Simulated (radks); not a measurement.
All-electron atom: Fe2+ in [Ar] 3d6. Calculated with a radial shooting solver on a logarithmic mesh with Libxc functionals: scalar-relativistic Kohn-Sham, MS2 meta-GGA, spin-unpolarised, spherical densities, finite nucleus; meta-GGA in the generalised Kohn-Sham scheme; Fermi nuclear charge, rms radius 3.7377 fm.

Unscreened Slater integrals over Kohn-Sham orbitals (cm^-1). Empty in this configuration: 4s.

F0(3d,3d): 188640
F2(3d,3d): 86107
F4(3d,3d): 53342
F0(3d,3p): 207300
F2(3d,3p): 97122
G1(3d,3p): 120460
G3(3d,3p): 72676
F0(3d,3s): 212300
G2(3d,3s): 91194
F0(3d,2p): 266980
F2(3d,2p): 48251
G1(3d,2p): 34847
G3(3d,2p): 19761
F0(3d,4s): 97736
G2(3d,4s): 13260
F0(3p,3p): 231480
F2(3p,3p): 116110
F0(3p,3s): 237620
G1(3p,3s): 157880
F0(3p,2p): 314590
F2(3p,2p): 61507
G0(3p,2p): 23702
G2(3p,2p): 24803
F0(3p,4s): 100300
G1(3p,4s): 6371.6
F0(3s,3s): 244350
F0(3s,2p): 324800
G1(3s,2p): 26088
F0(3s,4s): 100780
G0(3s,4s): 4482.6
F0(2p,2p): 851560
F2(2p,2p): 401180
F0(2p,4s): 107470
G1(2p,4s): 2270.2
F0(4s,4s): 78674

Derived for the open shells (J is the average intra-shell exchange parameter used in DFT+U). 3d: Racah B = F2/49 - 5 F4/441 = 1152 cm^-1, C = 35 F4/441 = 4234 cm^-1, C/B = 3.67, F4/F2 = 0.619, J = (F2 + F4)/14 = 9961 cm^-1.
